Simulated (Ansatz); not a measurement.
BH₃BrCl, closed shell: a nudged elastic band.

in.yaml

```yaml
crystal:
  periodic: [false, false, false]
  atoms:
    - {symbol: B, position_ang: [-0.503868, -0.437578, -0.773634]}
    - {symbol: Cl, position_ang: [1.017357, -0.116215, -1.573021]}
    - {symbol: H, position_ang: [-0.651073, -1.503717, -0.268063]}
    - {symbol: H, position_ang: [-1.363929, 0.378077, -0.868125]}
    - {symbol: H, position_ang: [1.396043, 1.004866, 1.493242]}
    - {symbol: Br, position_ang: [0.105369, 0.674466, 1.989699]}
basis:
  gaussian: {orbitals: def2-SVP}
hamiltonian: {xc: pbe0, dispersion: d4}
neb:
  images: 5
  climbing: true
  max_iterations: 40
  initial_path: idpp
  final_atoms:
    - {symbol: B, position_ang: [-0.907662, -0.322566, 0.068694]}
    - {symbol: Cl, position_ang: [1.654177, 0.273561, -1.103112]}
    - {symbol: H, position_ang: [-0.692253, -1.474719, -0.118818]}
    - {symbol: H, position_ang: [-1.405645, 0.411981, -0.719635]}
    - {symbol: H, position_ang: [1.971967, 0.763020, 0.037435]}
    - {symbol: Br, position_ang: [-0.620684, 0.348622, 1.835535]}
```

Run by:

```bash
ansatz run in.yaml --threads 2 --pin off --events-out ev --progress --plain --max-ram 4352MiB
```

The run's output (Ansatz 0.2.0):

```
Functional definition: PBE0
  name "PBE0"
  cite "Adamo & Barone, J. Chem. Phys. 110, 6158 (1999) doi:10.1063/1.478522"
  cite "Perdew, Burke & Ernzerhof, Phys. Rev. Lett. 77, 3865 (1996) doi:10.1103/PhysRevLett.77.3865"
  parent pbe
  parameter a = 0.25
  parameter kappa = 0.804
  parameter beta = 0.06672455060314922
  exchange = (1 - a)*pbe_x(kappa = kappa, mu = beta*pi^2/3) + a*exact_x
  correlation = pbe_c(beta = beta)
828 factors; integrals over basis functions are off by at most 2.8e-4 eV
mean field evaluation 1: about -83267.7169 eV, gradient 1.3e1 eV
mean field evaluation 2: about -83267.9351 eV, gradient 1.2e1 eV
mean field evaluation 4: about -83268.3613 eV, gradient 3.9e-1 eV
mean field evaluation 8: about -83268.3828 eV, gradient 2.0e-2 eV
mean field -83268.38276170 eV, -3060.0566251556 hartree, gradient 4.8e-5 eV, S^2 0.000000; 0 other end points of the search recorded, 0 dependent functions left out
the calculation of the forces begins
reference -83268.38278453 eV, -3060.0566259943 hartree; 30, 30 occupied and 49, 49 virtual orbitals, 828 factors
829 factors; integrals over basis functions are off by at most 6.9e-4 eV
mean field evaluation 16: about -83267.6261 eV, gradient 1.4e1 eV
mean field evaluation 32: about -83268.2674 eV, gradient 1.6e-5 eV
mean field -83268.26737703 eV, -3060.0523848470 hartree, gradient 2.0e-5 eV, S^2 0.000000; 0 other end points of the search recorded, 0 dependent functions left out
the calculation of the forces begins
reference -83268.26739905 eV, -3060.0523856564 hartree; 30, 30 occupied and 49, 49 virtual orbitals, 829 factors
WARN: NEB end point (image 0): max|allowed force component| = 3.002e-1 eV/Å (the criterion of neb.relax_end_points is 1.000e-2). That is over neb.f_tol: it is no minimum, so the barrier can be far off. Relax it first
WARN: NEB end point (image 6): max|allowed force component| = 3.421e-1 eV/Å (the criterion of neb.relax_end_points is 1.000e-2). That is over neb.f_tol: it is no minimum, so the barrier can be far off. Relax it first
828 factors; integrals over basis functions are off by at most 5.2e-4 eV
mean field -83267.46680396 eV, -3060.0229643293 hartree, gradient 5.9e-5 eV, S^2 0.000000; 0 other end points of the search recorded, 0 dependent functions left out
the calculation of the forces begins
reference -83267.46682623 eV, -3060.0229651479 hartree; 30, 30 occupied and 49, 49 virtual orbitals, 828 factors
828 factors; integrals over basis functions are off by at most 6.9e-4 eV
mean field -83265.94306724 eV, -3059.9669680378 hartree, gradient 5.0e-5 eV, S^2 0.000000; 0 other end points of the search recorded, 0 dependent functions left out
the calculation of the forces begins
reference -83265.94308846 eV, -3059.9669688174 hartree; 30, 30 occupied and 49, 49 virtual orbitals, 828 factors
828 factors; integrals over basis functions are off by at most 5.6e-4 eV
mean field evaluation 64: about -83264.0748 eV, gradient 1.4e1 eV
mean field -83265.10397387 eV, -3059.9361319253 hartree, gradient 8.3e-5 eV, S^2 0.000000; 0 other end points of the search recorded, 0 dependent functions left out
the calculation of the forces begins
reference -83265.10399545 eV, -3059.9361327182 hartree; 30, 30 occupied and 49, 49 virtual orbitals, 828 factors
828 factors; integrals over basis functions are off by at most 1.2e-3 eV
mean field evaluation 96: about -83265.5677 eV, gradient 1.2e-5 eV
mean field -83265.56768688 eV, -3059.9531730639 hartree, gradient 1.2e-5 eV, S^2 0.000000; 0 other end points of the search recorded, 0 dependent functions left out
the calculation of the forces begins
reference -83265.56770835 eV, -3059.9531738531 hartree; 30, 30 occupied and 49, 49 virtual orbitals, 828 factors
832 factors; integrals over basis functions are off by at most 9.4e-4 eV
mean field -83267.11267436 eV, -3060.0099503066 hartree, gradient 2.0e-5 eV, S^2 0.000000; 0 other end points of the search recorded, 0 dependent functions left out
the calculation of the forces begins
reference -83267.11269640 eV, -3060.0099511165 hartree; 30, 30 occupied and 49, 49 virtual orbitals, 832 factors
NEB iter   1: max|band force component| = 2.870e0 eV/Å  barrier→ = 3.2666 eV  barrier← = 3.1532 eV  Δτ_max = 0.2000 Å  (180 SCF iters)
NEB iter   2: max|band force component| = 3.393e0 eV/Å  barrier→ = 2.1189 eV  barrier← = 2.0054 eV  Δτ_max = 0.2000 Å  (142 SCF iters)
NEB iter   3: max|band force component| = 2.825e0 eV/Å  barrier→ = 1.5344 eV  barrier← = 1.4210 eV  Δτ_max = 0.2000 Å  (141 SCF iters)
NEB iter   4: max|band force component| = 3.330e0 eV/Å  barrier→ = 0.6943 eV  barrier← = 0.5809 eV  Δτ_max = 0.1017 Å  (138 SCF iters)
NEB iter   5: max|band force component| = 1.666e0 eV/Å  barrier→ = 0.4971 eV  barrier← = 0.3837 eV  Δτ_max = 0.1031 Å  (141 SCF iters)
NEB iter   6: max|band force component| = 4.147e-1 eV/Å  barrier→ = 0.4526 eV  barrier← = 0.3392 eV  CI = image 3  Δτ_max = 0.1118 Å  (137 SCF iters)
NEB iter   7: max|band force component| = 4.493e-1 eV/Å  barrier→ = 0.4717 eV  barrier← = 0.3583 eV  CI = image 3  Δτ_max = 0.0558 Å  (138 SCF iters)
NEB iter   8: max|band force component| = 1.727e-1 eV/Å  barrier→ = 0.4654 eV  barrier← = 0.3520 eV  CI = image 3  Δτ_max = 0.0218 Å  (134 SCF iters)
NEB iter   9: max|band force component| = 5.278e-2 eV/Å  barrier→ = 0.4633 eV  barrier← = 0.3499 eV  CI = image 3  Δτ_max = 0.1083 Å  (141 SCF iters)
NEB iter  10: max|band force component| = 2.960e0 eV/Å  barrier→ = 0.4630 eV  barrier← = 0.3496 eV  CI = image 3  Δτ_max = 0.0568 Å  (121 SCF iters)
NEB iter  11: max|band force component| = 2.215e-1 eV/Å  barrier→ = 0.4630 eV  barrier← = 0.3496 eV  CI = image 3  Δτ_max = 0.0980 Å  (110 SCF iters)
NEB iter  12: max|band force component| = 2.448e-1 eV/Å  barrier→ = 0.4630 eV  barrier← = 0.3496 eV  CI = image 3  Δτ_max = 0.0320 Å  (100 SCF iters)
NEB iter  13: max|band force component| = 8.102e-2 eV/Å  barrier→ = 0.4630 eV  barrier← = 0.3496 eV  CI = image 3  Δτ_max = 0.0264 Å  (101 SCF iters)
NEB iter  14: max|band force component| = 5.203e-2 eV/Å  barrier→ = 0.4630 eV  barrier← = 0.3496 eV  CI = image 3  Δτ_max = 0.0084 Å  (99 SCF iters)
NEB iter  15: max|band force component| = 8.834e-3 eV/Å  barrier→ = 0.4630 eV  barrier← = 0.3496 eV  CI = image 3  Δτ_max = 0.0000 Å  (843 SCF iters)
Total energy: -83268.00988198 eV, -3060.0429220784 hartree
Atom 0 at    -0.484253    -0.271460    -0.276747 Å, force     0.000026     0.000030     0.000020 eV/Å
Atom 1 at     1.298305     0.177564    -0.984095 Å, force     0.000023     0.000011    -0.000041 eV/Å
Atom 2 at    -0.593571    -1.462074    -0.176140 Å, force    -0.000012    -0.000006    -0.000001 eV/Å
Atom 3 at    -1.311748     0.436009    -0.781103 Å, force    -0.000018    -0.000018    -0.000014 eV/Å
Atom 4 at     1.150721     0.604890     0.531721 Å, force    -0.000049    -0.000030     0.000048 eV/Å
Atom 5 at    -0.059555     0.514970     1.686461 Å, force     0.000030     0.000014    -0.000012 eV/Å
Dipole moment:     0.141153     0.078939     0.080091 e Å

[the SCF lines of later steps are left out]
```

The run took about 6 min on 2 CPU threads (shared host).
